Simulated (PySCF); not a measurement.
NICS in rings of unrelated molecules.

Definitions: NICS(0) = −σiso at the ring centroid; NICS(1) = −σiso and NICS(1)zz = −σzz at ±1 Å along the ring normal z. Level: GIAO PBE0/pcSseg-1 (PySCF, non-relativistic, gas phase) on the GFN2-xTB geometries, one conformer each. Atom numbers follow the mapped SMILES.

Question: Order these rings by mean NICS(1)zz, lowest (most negative) first (ppm).
A. ring C5–C6–C7–C8–C9–Si10 in `[F:1][CH:2]([F:3])[SiH2:4][C:5]1=[CH:6][CH:7]=[CH:8][CH2:9][SiH+:10]1` (charge +1)
B. ring C4–C5–Si6–C7 in `[CH2:1]=[C:2]([CH3:3])[C@@H:4]1[CH2:5][SiH2:6][C@H:7]1[C:8]#[C:9][CH3:10]`
C. ring C4–C7–N8–Si9–N10 in `[F:1][CH2:2][CH2:3][C@@:4]1([CH2:5][F:6])[CH2:7][NH:8][SiH2:9][NH:10]1`
D. ring C4–C5–N6 in `[CH2:1]=[C:2]([CH3:3])[C@H:4]1[CH:5]=[N:6]1`
E. ring C3–C4–C5–C6–N8–C9 in `[CH2:1]=[N:2][c:3]1[cH:4][cH:5][c:6]([Cl:7])[n:8][cH:9]1`
F. ring C5–S6–N7–N8–C9 in `[CH3:1][C:2]([CH3:3])([CH3:4])[c:5]1[s:6][n:7][n:8][c:9]1[SiH3:10]`
G. ring P3–C5–C6–S7–C8–C9 in `[CH2:1]=[CH:2][P+:3]1([CH3:4])[CH2:5][CH2:6][S:7][CH2:8][CH2:9]1` (charge +1)

Answer: F (-30.7), E (-25.3), D (-21.6), C (-3.8), A (-2.5), G (0.9), B (5.0).

```
                        SMILES                                                       ring  NICS(0)  NICS(1)  NICS(1)zz  HOMA  rms pucker (Å)  ring atoms with four or more neighbours
         CC(C)(C)c1snnc1[SiH3]  5-membered ring with 2 N and S; formal bonds all aromatic    -11.4    -13.1      -30.7     –            0.00                                        0
               C=Nc1ccc(Cl)nc1          6-membered ring with N; formal bonds all aromatic     -7.9    -10.3      -25.3  0.97            0.01                                        0
              C=C(C)[C@H]1C=N1    3-membered ring with N; formal bonds 1 double, 2 single    -28.8     -8.8      -21.6     –            0.00                                        1
       FCC[C@@]1(CF)CN[SiH2]N1   5-membered ring with 2 N and Si; formal bonds all single     -7.5     -2.6       -3.8     –            0.15                                        3
    FC(F)[SiH2]C1=CC=CC[SiH+]1   6-membered ring with Si; formal bonds 2 double, 4 single      1.9     -2.2       -2.5     –            0.03                                        1
             C=C[P+]1(C)CCSCC1      6-membered ring with P and S; formal bonds all single     -3.0     -4.7        0.9     –            0.45                                        5
C=C(C)[C@@H]1C[SiH2][C@H]1C#CC           4-membered ring with Si; formal bonds all single      0.5     -0.4        5.0     –            0.06                                        4
```

NICS(0) gives another order. The isotropic NICS(1) gives another order. HOMA uses Krygowski's 1993 parameters; it is left out where a ring has a four-coordinate atom, a triple bond, no multiple bond or a kind of bond without parameters. NICS(1) and NICS(1)zz are means over the two faces.
